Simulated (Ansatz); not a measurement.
Process, species as SMILES: CB(C)Cl -> [CH2]B(C)Cl + H atom (the C-H bond at the site shown breaks; other sites are not compared here)
Each molecule is optimised on its own at B3LYP-D3(BJ)/def2-TZVP (Ansatz, an electronic-structure program), one conformer each, not searched for the lowest. Frequencies are from Ansatz.

Property: bond dissociation energy (enthalpy at 298 K, with B3LYP-D3(BJ) rigid-rotor harmonic-oscillator terms), in eV. Valence correlation only, unless marked. UHF or UKS for open shells. No spin-orbit coupling. Non-relativistic unless marked X2C. CBS(X,Y): correlation extrapolated as X^-3; Hartree-Fock from the larger set. [CCSD(T)-MP2]/basis is that difference in the basis named.

```
level                                                                             program  bond dissociation energy (eV)  minus last row
-------------------------------------------------------------------------  --------------  -----------------------------  --------------
revPBE-D4/def2-TZVPD                                                       Ansatz + dftd4                           3.96           -0.23
wB97X-V/def2-TZVPD                                                                 Ansatz                           4.14           -0.05
MP2/cc-pV(T+d)Z                                                                    Ansatz                           4.12           -0.07
SCS-MP2/aug-cc-pV(D+d)Z                                                            Ansatz                           4.01           -0.18
CCSD(T)/6-31G                                                                      Ansatz                           3.66           -0.53
X2C-CCSD(T)/cc-pVTZ-DK                                                             Ansatz                           4.12           -0.07
RI-MP2/CBS(aug-cc-pV(T+d)Z,aug-cc-pV(Q+d)Z)+[CCSD(T)-MP2]/aug-cc-pV(T+d)Z          Ansatz                           4.19            0.00
```
